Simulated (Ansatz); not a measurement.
## Ligand exchange: SiH(CH3)(SiH3)F + SbH(SiH3)2 → SiH(SiH3)2F + SbH(CH3)(SiH3)

Species: SiH(CH3)(SiH3)F, singlet; SbH(SiH3)2, singlet; SiH(SiH3)2F, singlet; SbH(CH3)(SiH3), singlet. The partners trade CH3 for SiH3: Si–CH3 and Sb–SiH3 bonds give way to Si–SiH3 and Sb–CH3.

Shapes, held fixed at every level: PBE0-D4/def2-TZVP. Programs: Ansatz 0.2.0. The zero-point and thermal change to 298 K, harmonic and unscaled (PBE0-D4/def2-TZVP), is -0.6 kJ/mol.

```tsv
level	kind	ΔH(298 K) (kJ/mol)	less CCSD(T)/def2-TZVPP
HF/def2-SVP	Hartree–Fock	+85.3	+12.4
HF/def2-TZVPP	Hartree–Fock	+78.2	+5.3
B3LYP-D4/def2-TZVPP	global hybrid	+72.6	-0.3
PBE0-D4/def2-TZVPP	global hybrid	+75.1	+2.2
r2SCAN0-D4/def2-TZVPP	global hybrid	+80.4	+7.5
wB97M-V/def2-TZVPP	range-separated hybrid	+79.9	+7.0
CCSD/def2-SVP	coupled cluster or CI	+79.6	+6.7
CCSD(T)/def2-TZVPP	coupled cluster or CI	+72.9	0.0
```

The highest level, CCSD(T)/def2-TZVPP, gives ΔH(298 K) = +72.9 kJ/mol; the levels span +72.6 to +85.3. The column of differences is taken from that level and isn't an error. No measured value is set beside it here. For atoms past krypton def2 sets carry core potentials with scalar relativity. Outer-core shells of Sb are correlated, in sets that cover them unevenly.
